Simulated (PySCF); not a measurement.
## Partial charges of `[SiH3]S[SiH]1C[SiH2]C1`

Species: C2H10SSi3.
Geometry (PBE0-D3(BJ)/def2-SVP, Å), atoms numbered from 1 in this order:
```xyz
16
C2H10SSi3 angstrom
Si     2.3188   -0.3319    1.1793
S      2.1964    0.4629   -0.8111
Si     0.0597    0.5138   -1.1151
C     -0.9293    1.4458    0.2135
Si    -1.6993   -0.2242    0.7167
C     -0.8573   -1.1095   -0.7464
H      3.7703   -0.3703    1.5128
H      1.6008    0.5336    2.1625
H      1.7498   -1.7107    1.2574
H     -0.0846    1.0296   -2.5087
H     -1.6543    2.1561   -0.2162
H     -0.3446    1.9784    0.9779
H     -3.1939   -0.2585    0.6999
H     -1.2108   -0.7121    2.0432
H     -1.5500   -1.3930   -1.5556
H     -0.2388   -1.9870   -0.5076
```

Density: PBE0/pcSseg-1 (PySCF); schemes: Mulliken, IAO, Hirshfeld and ESP-fitted. Isolated species at its PBE0-D3(BJ)/def2-SVP geometry (one conformer only).

Task: Do the Mulliken, IAO, Hirshfeld and ESP-fitted schemes agree on where the charge is highest?

Result: The schemes don't all agree: Mulliken Si3 (+0.691); IAO Si3 (+0.830); Hirshfeld Si3 (+0.333); ESP-fitted Si5 (+0.605).

Task: For which atoms does the sign change between the 4 schemes (beyond +0.03 e in one, beyond −0.03 e in another)?

Result: For none.

Task: Tabulate the Mulliken, IAO, Hirshfeld and ESP-fitted charges.

Result: In e:

| atom | environment | Mulliken | IAO | Hirshfeld | ESP-fitted |
| --- | --- | --- | --- | --- | --- |
| Si1 | SiH3 silicon | +0.424 | +0.513 | +0.288 | +0.295 |
| S2 | sulfur bonded to 2 Si | -0.494 | -0.407 | -0.171 | -0.355 |
| Si3 | SiH silicon | +0.691 | +0.830 | +0.333 | +0.558 |
| C4 | sp3 carbon bound to silicon | -0.811 | -0.847 | -0.258 | -0.678 |
| Si5 | SiH2 silicon | +0.605 | +0.747 | +0.332 | +0.605 |
| C6 | sp3 carbon bound to silicon | -0.814 | -0.848 | -0.258 | -0.691 |
| H7 | Si–H hydrogen | -0.050 | -0.089 | -0.066 | -0.029 |
| H8 | Si–H hydrogen | -0.062 | -0.116 | -0.070 | -0.050 |
| H9 | Si–H hydrogen | -0.060 | -0.116 | -0.070 | -0.049 |
| H10 | Si–H hydrogen | -0.031 | -0.106 | -0.073 | -0.072 |
| H11 | methylene hydrogen | +0.177 | +0.168 | +0.044 | +0.191 |
| H12 | methylene hydrogen | +0.187 | +0.167 | +0.039 | +0.167 |
| H13 | Si–H hydrogen | -0.066 | -0.112 | -0.076 | -0.126 |
| H14 | Si–H hydrogen | -0.060 | -0.116 | -0.076 | -0.133 |
| H15 | methylene hydrogen | +0.177 | +0.168 | +0.045 | +0.199 |
| H16 | methylene hydrogen | +0.187 | +0.166 | +0.039 | +0.168 |

Mean size of the charges over all atoms: IAO 0.345 e, Mulliken 0.306 e, ESP-fitted 0.273 e, Hirshfeld 0.140 e. Each set sums to the total charge, 0, to within 0.001 e. The ESP scheme fits charges at the nuclei, held to the total charge, to the electrostatic potential on points at 1.4 to 2.0 times the van der Waals radii.

Task: How closely do the schemes follow one another over all atoms?

Result: Correlation coefficient and root-mean-square difference: Mulliken with IAO 0.99, 0.069 e; Mulliken with ESP-fitted 0.99, 0.079 e; IAO with ESP-fitted 0.99, 0.115 e; IAO with Hirshfeld 0.97, 0.284 e; Mulliken with Hirshfeld 0.94, 0.253 e; Hirshfeld with ESP-fitted 0.94, 0.195 e.

Task: How many electrons does the ESP-fitted scheme count on Si5?

Result: Z − q = 14 − (+0.605) = 13.395.

The run behind these numbers computed NMR shieldings as well. On one thread, Intel Xeon at 2.70 GHz (x86_64), no GPU, shared host with 64 logical CPUs at a one-minute load of 63, this took 54 s (grids of density and orbitals included) and 0.87 GiB of memory at its peak.
